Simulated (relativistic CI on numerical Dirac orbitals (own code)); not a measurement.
Energy levels of In II

Calculated at this level of theory: Dirac-Coulomb-Breit CI, orbitals from a KLI potential per configuration, QED by a radiative potential, valence Slater integrals scaled by 0.85, P86 correlation energy added to each configuration (own radial code, finite nucleus).

Configuration list (outside the closed core [Kr] 4d10): 5s², 5s5p, 5s6s, 5p², 5s5d, 5s6p, 5d², 5s7s, 5s4f, 5s6d, 5p5d, 5s7p, 5s5f, 5s5g, 5s7d, 5s6f. Levels of other configurations are missing.

| No. | Configuration | Term | J | E (cm⁻¹) | % | Landé g | jj configuration (%) |
| --- | --- | --- | --- | --- | --- | --- | --- |
| 1 | 5s² | ¹S | 0 | 0.0 | 97 |  | closed (97) |
| 2 | 5s5p | ³P° | 0 | 37622.3 | 100 |  | 5s 5p1/2 (100) |
| 3 | 5s5p | ³P° | 1 | 38643.4 | 99 | 1.499 | 5s 5p1/2 (71) |
| 4 | 5s5p | ³P° | 2 | 40878.3 | 100 | 1.501 | 5s 5p3/2 (100) |
| 5 | 5s5p | ¹P° | 1 | 61353.0 | 95 | 1.002 | 5s 5p3/2 (68) |
| 6 | 5s6s | ³S | 1 | 89279.6 | 100 | 2.002 | 5s 6s (100) |
| 7 | 5s5d | ¹D | 2 | 91658.8 | 59 | 1.005 | 5s 5d5/2 (36) |
| 8 | 5s6s | ¹S | 0 | 92832.6 | 99 |  | 5s 6s (99) |
| 9 | 5p² | ³P | 0 | 97017.6 | 98 |  | 5p1/2^2 (77) |
| 10 | 5s5d | ³D | 1 | 97329.7 | 99 | 0.507 | 5s 5d3/2 (99) |
| 11 | 5s5d | ³D | 2 | 97398.9 | 100 | 1.168 | 5s 5d3/2 (61) |
| 12 | 5s5d | ³D | 3 | 97505.3 | 100 | 1.334 | 5s 5d5/2 (100) |
| 13 | 5p² | ³P | 1 | 98317.3 | 99 | 1.493 | 5p1/2 5p3/2 (99) |
| 14 | 5p² | ³P | 2 | 100383.8 | 97 | 1.490 | 5p3/2^2 (64) |
| 15 | 5s6p | ³P° | 0 | 102652.4 | 100 |  | 5s 6p1/2 (100) |
| 16 | 5s6p | ³P° | 1 | 102858.5 | 99 | 1.496 | 5s 6p1/2 (75) |
| 17 | 5s6p | ³P° | 2 | 103376.0 | 100 | 1.501 | 5s 6p3/2 (100) |
| 18 | 5s6p | ¹P° | 1 | 106687.9 | 96 | 1.005 | 5s 6p3/2 (73) |
| 19 | 5p² | ¹D | 2 | 110222.8 | 43 | 1.005 | 5p1/2 5p3/2 (23) |
| 20 | 5s7s | ³S | 1 | 116715.7 | 100 | 2.002 | 5s 7s (100) |
| 21 | 5s7s | ¹S | 0 | 117406.6 | 68 |  | 5s 7s (68) |
| 22 | 5p² | ¹S | 0 | 119560.6 | 63 |  | 5p3/2^2 (50) |
| 23 | 5s6d | ³D | 1 | 119826.3 | 100 | 0.499 | 5s 6d3/2 (100) |
| 24 | 5s6d | ³D | 2 | 119854.0 | 100 | 1.167 | 5s 6d3/2 (61) |
| 25 | 5s6d | ³D | 3 | 119896.3 | 100 | 1.334 | 5s 6d5/2 (100) |
| 26 | 5s4f | ³F° | 2 | 120623.9 | 98 | 0.666 | 5s 4f5/2 (98) |
| 27 | 5s4f | ³F° | 3 | 120631.6 | 78 | 1.066 | 5s 4f7/2 (85) |
| 28 | 5s4f | ³F° | 4 | 120670.4 | 99 | 1.251 | 5s 4f7/2 (99) |
| 29 | 5s4f | ¹F° | 3 | 120691.5 | 78 | 1.018 | 5s 4f5/2 (85) |
| 30 | 5s7p | ³P° | 0 | 122117.6 | 100 |  | 5s 7p1/2 (100) |
| 31 | 5s7p | ³P° | 1 | 122205.4 | 98 | 1.495 | 5s 7p1/2 (77) |
| 32 | 5s7p | ³P° | 2 | 122436.7 | 100 | 1.501 | 5s 7p3/2 (100) |
| 33 | 5s6d | ¹D | 2 | 123406.6 | 75 | 1.000 | 5s 6d5/2 (46) |
| 34 | 5s7p | ¹P° | 1 | 123632.3 | 97 | 1.007 | 5s 7p3/2 (76) |
| 35 | 5s7d | ³D | 1 | 130017.8 | 100 | 0.499 | 5s 7d3/2 (100) |
| 36 | 5s7d | ³D | 2 | 130031.9 | 100 | 1.167 | 5s 7d3/2 (61) |
| 37 | 5s7d | ³D | 3 | 130053.5 | 100 | 1.334 | 5s 7d5/2 (100) |
| 38 | 5s5f | ³F° | 2 | 130707.8 | 98 | 0.666 | 5s 5f5/2 (98) |
| 39 | 5s5f | ³F° | 3 | 130718.0 | 82 | 1.069 | 5s 5f7/2 (81) |
| 40 | 5s5f | ³F° | 4 | 130750.2 | 99 | 1.251 | 5s 5f7/2 (99) |
| 41 | 5s5f | ¹F° | 3 | 130770.6 | 82 | 1.014 | 5s 5f5/2 (81) |
| 42 | 5s5g | ³G | 5 | 131107.6 | 100 | 1.200 | 5s 5g9/2 (100) |
| 43 | 5s5g | ³G | 4 | 131107.6 | 100 | 1.050 | 5s 5g7/2 (57) |
| 44 | 5s5g | ³G | 3 | 131107.6 | 100 | 0.749 | 5s 5g7/2 (100) |
| 45 | 5s5g | ¹G | 4 | 131108.9 | 100 | 1.000 | 5s 5g9/2 (57) |

Energies count from the lowest computed level; ° marks odd parity. Filled j subshells are mostly left out of the jj labels.

The mean weight of the leading LS term, summed over parents, in these 45 levels is 93 %, and that of the leading jj configuration (from the same eigenvectors) 83 %, so LS coupling describes them better.

Correlation outside the listed configurations is missing or only estimated: errors of thousands of cm⁻¹ between configurations and terms are usual at this charge. Rates and lifetimes follow the computed energies and can be off by large factors. The fine structure of a lone outer electron comes out too small, for d and f at times inverted, and misplaced configurations move strength between like terms. 17 of the 19 excited levels that our extract of the measured tables holds in this range could be paired (the sources list more); they are missed by 4338 cm⁻¹ on average and 5181 at most, and levels without a partner can miss by more.

LS names give the leading component of a level, which can be under half, so a name can repeat, a term be missing and a line seem to break the LS rules.
